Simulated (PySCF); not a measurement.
**CoSe at PBE0**

Level: PBE0. basis Co x2c-TZVPPall, Se x2c-TZVPPall; spin-free X2C with a Gaussian nucleus; PySCF 2.14.

```json
{
  "state": "quartet, unpaired electrons σ ↑, π ↑, δ ↑, a mixture of terms (⟨Lz²⟩ = 4.7), a second solution, started from another occupation",
  "bond length": "2.158 Å",
  "harmonic wavenumber": "349 cm⁻¹",
  "force constant": "2.43 mdyn/Å",
  "rotational constant Be": "0.1067 cm⁻¹",
  "anharmonicity ωexe": "1.45 cm⁻¹",
  "vibration–rotation constant αe": "0.000493 cm⁻¹",
  "bond order (Mayer)": "1.86",
  "dipole moment (positive dipole means Co(−)Se(+))": "-5.05 D"
}
```

De is left out where the level can put another filling of the metal’s s and d shells below the measured ground configuration, by anything from nothing to about 1 eV. Spin–orbit coupling is left out.
